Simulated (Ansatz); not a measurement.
Ansatz results at the PBE0-D4/def2-TZVP geometry: LUMO energy (ωB97M-V/def2-TZVPP) -2.11 eV; size of the dipole moment (B3LYP/def2-TZVPP) 1.05 D; LUMO energy (PBE/def2-TZVPP) -4.86 eV.

(1) Which molecule gave them?
A. `BB1OCN1[SiH3]`
B. `BC=C=C=S`
C. `C1C[SiH2][SiH2]C1`
D. `CN[SiH](C)O`

Results:

(1) B. The others give `CN[SiH](C)O`: 2.32, 1.76, 0.07; `C1C[SiH2][SiH2]C1`: 1.71, 1.15, -0.64; `BB1OCN1[SiH3]`: -0.22, 1.43, -3.20.

B3LYP here is the variant with VWN-RPA as its local correlation; programs differ in this.
